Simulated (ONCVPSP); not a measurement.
## zirconium: one change to an ONCV potential, before and after

zirconium (Zr), optimised norm-conserving Vanderbilt (ONCV), made with ONCVPSP 4.0.1 (LDA (Perdew-Zunger), scalar-relativistic). Core [Ar] 3d10, reference 4s2 4p6 4d2 5s1.75 (charge +0.25). Waves: 4s+5s: rc 2.00 bohr, ncon 3, nbas 6, qcut 5.9 1/bohr, 2 projectors; 4p: rc 1.25 bohr, ncon 4, nbas 8, qcut 7.3 1/bohr, 1 projector; 4d: rc 2.05 bohr, ncon 4, nbas 8, qcut 4.5 1/bohr, 2 projectors, debl 3.5 Ha. Local part: polynomial inside 0.95 bohr (lpopt 5, dvloc0 1 Ha). Core correction: Teter function, fcfact 5, rcfact 1.4.

Change: s: qcut 5.3; p: qcut 6.6; d: qcut 4.1.

Cutoffs: the cutoffs (Ha) at which the residual kinetic energy of the hardest occupied pseudo-wave falls to 1 and 0.1 mHa per electron; they do not see the model core or the augmentation charge, which bear on the density cutoff. Errors are all-electron minus pseudo energies relative to the spin-unpolarised reference configuration.

**Question.** Predict the effect on cutoff, ghosts and configuration errors.

**Answer.** The potential gets harder (25 Ha and 67 Ha → 41 Ha and 113 Ha); the errors of the 4 common tests hardly move; neither file shows a bound ghost.

| quantity | base | changed |
| --- | --- | --- |
| cutoff, loose | 25 Ha | 41 Ha |
| cutoff, tight | 67 Ha | 113 Ha |
| loose cutoff by channel | s 11 Ha, p 25 Ha, d 20 Ha | s 9.3 Ha, p 31 Ha, d 41 Ha |
| bound ghosts | none | none |
| GHOST(+) flags under 300 eV | s at 24.5 eV | s at 19.2 eV |
| error for 4s2 4p6 4d2 5s2, meV [ΔE -1.32 eV] | +0.2 | +0.2 |
| error for 4s2 4p6 4d2 5s1, meV [ΔE 6.04 eV] | -1.2 | -1.3 |
| error for 4s2 4p6 4d2 5s0, meV [ΔE 19.28 eV] | -7.4 | -8.5 |
| error for 4s2 4p6 4d2 5s0 5p1, meV [ΔE 9.85 eV] | +42 | +44 |
| s: phases at 2.03 bohr within 0.05 rad from the reference energy up to (Ha; the scan ends near 5) | 0.7 | 0.5 |
| p: phases at 1.27 bohr within 0.05 rad from the reference energy up to (Ha; the scan ends near 5) | 2.0 | 1.9 |
| d: phases at 2.08 bohr within 0.05 rad from the reference energy up to (Ha; the scan ends near 5) | to the end of the scan | to the end of the scan |
| rms error of d²Exc/dni dnj with the model core, mHa | 0.94 | 1.06 |
